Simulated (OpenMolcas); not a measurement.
## Tb3+: moving or changing the point charges

Tb3+ among 8 point charges of -1.5 e arranged as a cube (Oh), 2.52 Å from the ion.

```yaml
Program: OpenMolcas
Method: CASSCF
Basis: ANO-RCC-VDZP [7s6p4d2f1g]
Scalar_Hamiltonian: DKH2, point nucleus
Active_space: 8 electrons in 7 orbitals (4f)
State_averaging: 2S+1 = 7 even, 7 roots; 2S+1 = 5 even, 62 roots kept (CI in the orbitals of an earlier block); 2S+1 = 3 even, 3 roots kept (CI in the orbitals of an earlier block, 0 in the spin-orbit step)
Spin-orbit_coupling: RASSI with atomic mean-field integrals over the reference wave functions
```

Runs around this geometry, states (labels of O, the rotations of Oh). Energies in cm-1 above the lowest state or level, χT in cm3 K/mol; under a threefold ground state the first gap can be a small split of the lowest multiplet, not the spin-orbit step.

```
R (Å)  Ground state  First state of that spin  First gap with spin-orbit (degeneracies)  Width of lowest J  χT at 300 K
 2.52           7T1                 7T2 148.3                                6.8 (2, 3)                178       11.744
 2.77           7T1                  7T2 99.0                                4.6 (2, 3)                114       11.774
 2.91           7T1                  7T2 79.8                                3.7 (2, 3)                 90       11.782
```

Taking the width of the lowest J multiplet as R^-n, n = -ln(90 / 178) / ln(2.91 / 2.52) = 4.7 between the shortest and longest distance.

High states are left out of the spin-orbit mixing, which shifts the levels that they would mix with. Point charges carry no covalency, so the field is a model and not that of real ligands. No measured value stands beside these numbers.
